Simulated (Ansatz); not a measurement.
C2H4AlFSi, SMILES `[F][Al]1[CH]=[C]1[SiH3]`. The species carries charge 0 and has multiplicity 1.

```csv
atom,x (Å),y (Å),z (Å)
F1,-2.839,1.789,-1.648
Al2,-1.442,1.039,-1.241
C3,0.245,0.359,-1.450
C4,-0.225,0.152,-0.164
Si5,0.596,-0.676,1.278
H6,1.220,0.048,-1.828
H7,-0.228,-1.827,1.735
H8,0.718,0.283,2.408
H9,1.954,-1.167,0.910
```

(1) List the harmonic frequencies (cm⁻¹, unscaled) at PBE0-D4/def2-TZVP in Ansatz. (Estimate.)

(2) Is this a minimum?

(3) Give the ideal-gas thermochemistry at 298.15 K and 1 bar (rigid rotor, harmonic oscillator; point group Cs, symmetry number 1).

(4) And at 400, 500, 600, 800 and 1000 K?

Answers

(1) Ansatz gave: 98, 122, 164, 234, 261, 392, 638, 650, 657, 884, 886, 922, 939, 941, 1003, 1133, 1435, 2201, 2221, 2221, 3116.

(2) Yes, all 21 modes are real.

(3) Zero-point energy 126.3 kJ/mol; H(298) − E = 146.9 kJ/mol; entropy 345.6 J/(mol·K), of which translation 166.6, rotation 114.2, vibration 64.9; G(298) − E = 43.9 kJ/mol. Modes under 100 cm⁻¹ are hindered rotations or soft bends, so the harmonic entropy is rough.

(4) 
```json
{"T (K)": "400", "H − E (kJ/mol)": "158.4", "S (J/mol/K)": "378.7", "G − E (kJ/mol)": "7.0"}
{"T (K)": "500", "H − E (kJ/mol)": "171.4", "S (J/mol/K)": "407.5", "G − E (kJ/mol)": "-32.4"}
{"T (K)": "600", "H − E (kJ/mol)": "185.6", "S (J/mol/K)": "433.4", "G − E (kJ/mol)": "-74.5"}
{"T (K)": "800", "H − E (kJ/mol)": "216.9", "S (J/mol/K)": "478.3", "G − E (kJ/mol)": "-165.8"}
{"T (K)": "1000", "H − E (kJ/mol)": "250.8", "S (J/mol/K)": "516.1", "G − E (kJ/mol)": "-265.3"}
```
